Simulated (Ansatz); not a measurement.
Relaxation of GeH₆O₂ (9 atoms, charge 0, multiplicity 1), to a largest force component of 0.03 eV/Å in at most 50 steps.

The calculation used Ansatz 0.2.0, RKS B3LYP/def2-SVP.

```xyz
9
Properties=species:S:1:pos:R:3
Ge -0.158 -0.133 -0.071
H -0.132 -0.116 1.478
H 1.266 -0.061 -0.644
O -1.159 1.230 -0.659
H -1.928 0.905 -1.143
H -0.842 -1.448 -0.532
O 1.160 2.112 1.366
H 2.039 1.713 1.446
H 0.595 1.541 1.936
```

Task: Where does it end, and by what steps?

Result: The run converged. After 23 steps the energy has fallen by 0.353 eV; H9 moved furthest, 1.23 Å.

```json
{"step": "0", "energy less start (eV)": "0.0000", "largest force component (eV/Å)": "0.603", "accepted": "yes"}
{"step": "1", "energy less start (eV)": "-0.0502", "largest force component (eV/Å)": "0.319", "accepted": "yes"}
{"step": "2", "energy less start (eV)": "-0.0502", "largest force component (eV/Å)": "0.342", "accepted": "no"}
{"step": "3", "energy less start (eV)": "-0.0600", "largest force component (eV/Å)": "0.378", "accepted": "yes"}
{"step": "4", "energy less start (eV)": "-0.0701", "largest force component (eV/Å)": "0.109", "accepted": "yes"}
{"step": "5", "energy less start (eV)": "-0.0807", "largest force component (eV/Å)": "0.139", "accepted": "yes"}
{"step": "6", "energy less start (eV)": "-0.0992", "largest force component (eV/Å)": "0.233", "accepted": "yes"}
{"step": "7", "energy less start (eV)": "-0.0729", "largest force component (eV/Å)": "1.619", "accepted": "no"}
{"step": "8", "energy less start (eV)": "-0.1127", "largest force component (eV/Å)": "0.184", "accepted": "yes"}
{"step": "9", "energy less start (eV)": "-0.1259", "largest force component (eV/Å)": "0.322", "accepted": "yes"}
{"step": "10", "energy less start (eV)": "-0.1504", "largest force component (eV/Å)": "0.236", "accepted": "yes"}
{"step": "11", "energy less start (eV)": "-0.1677", "largest force component (eV/Å)": "0.398", "accepted": "yes"}
{"step": "12", "energy less start (eV)": "-0.1891", "largest force component (eV/Å)": "1.062", "accepted": "yes"}
{"step": "13", "energy less start (eV)": "-0.2454", "largest force component (eV/Å)": "0.992", "accepted": "yes"}
{"step": "14", "energy less start (eV)": "-0.2957", "largest force component (eV/Å)": "1.136", "accepted": "yes"}
{"step": "15", "energy less start (eV)": "-0.3107", "largest force component (eV/Å)": "1.365", "accepted": "yes"}
{"step": "16", "energy less start (eV)": "-0.3468", "largest force component (eV/Å)": "0.130", "accepted": "yes"}
{"step": "17", "energy less start (eV)": "-0.3495", "largest force component (eV/Å)": "0.151", "accepted": "yes"}
{"step": "18", "energy less start (eV)": "-0.3508", "largest force component (eV/Å)": "0.086", "accepted": "yes"}
{"step": "19", "energy less start (eV)": "-0.3517", "largest force component (eV/Å)": "0.075", "accepted": "yes"}
{"step": "20", "energy less start (eV)": "-0.3516", "largest force component (eV/Å)": "0.129", "accepted": "no"}
{"step": "21", "energy less start (eV)": "-0.3522", "largest force component (eV/Å)": "0.031", "accepted": "yes"}
{"step": "22", "energy less start (eV)": "-0.3526", "largest force component (eV/Å)": "0.061", "accepted": "yes"}
{"step": "23", "energy less start (eV)": "-0.3528", "largest force component (eV/Å)": "0.016", "accepted": "yes"}
```

```xyz
9
Properties=species:S:1:pos:R:3
Ge -0.077 -0.422 -0.100
H 0.258 -0.900 1.316
H 1.168 -0.201 -0.974
O -0.986 1.131 0.134
H -1.462 1.411 -0.659
H -1.044 -1.411 -0.793
O 1.351 2.090 1.231
H 1.183 1.939 2.171
H 0.453 2.107 0.850
```

The run took 39 s on 2 threads of Arm Neoverse V2, with other jobs on the host, peak memory 0.18 GiB.
